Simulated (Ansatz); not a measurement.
Frontier orbitals of CH6GeS2, SMILES `[CH3][GeH2][S]S`.

```xyz
10

C    -0.646    0.773    0.898
Ge   -0.791   -0.303   -0.716
S     0.864   -1.816   -0.775
S     2.488   -0.550   -0.811
H    -1.438    1.524    0.918
H    -0.732    0.139    1.780
H     0.318    1.282    0.912
H    -0.687    0.563   -1.983
H    -2.080   -1.147   -0.739
H     2.704   -0.465    0.516
```

Charge 0, multiplicity 1. Correlated methods include outer-core shells of Ge, which these sets cover unevenly. Scalar relativity is left out up to krypton. All single points use the PBE0-D4/def2-TZVP geometry. It is one conformer, not always the lowest. Basis def2-TZVPP, Ansatz 0.2.0.

```json
{"functional": "ωB97M-V", "HOMO (eV)": "-9.14", "LUMO (eV)": "1.17"}
```

(1) Give HOMO and LUMO (eV) with LDA (SPW92), PBE, revPBE, BLYP, r2SCAN, B97M-V, PBE0, B3LYP, r2SCANh, r2SCAN0, HSE06 (plane-wave form), BHLYP, CAM-B3LYP, LC-ωPBE, ωB97X-V, HF. (Estimate.)

## Answers

(1) Ansatz gave: 
```csv
functional,HOMO,LUMO
LDA (SPW92),-5.99,-2.09
PBE,-5.87,-1.88
revPBE,-5.82,-1.79
BLYP,-5.70,-1.74
r2SCAN,-6.12,-1.68
B97M-V,-6.22,-1.61
PBE0,-7.03,-0.89
B3LYP,-6.80,-1.12
r2SCANh,-6.55,-1.32
r2SCAN0,-7.19,-0.79
HSE06 (plane-wave form),-6.64,-1.27
BHLYP,-8.06,0.19
CAM-B3LYP,-8.30,0.26
LC-ωPBE,-9.66,1.46
ωB97X-V,-9.31,1.33
HF,-9.69,2.80
```

B3LYP here is the variant with VWN-RPA as its local correlation; programs differ in this. LC-ωPBE has ω = 0.4 bohr⁻¹. Positive LUMOs are unbound and depend on the basis.
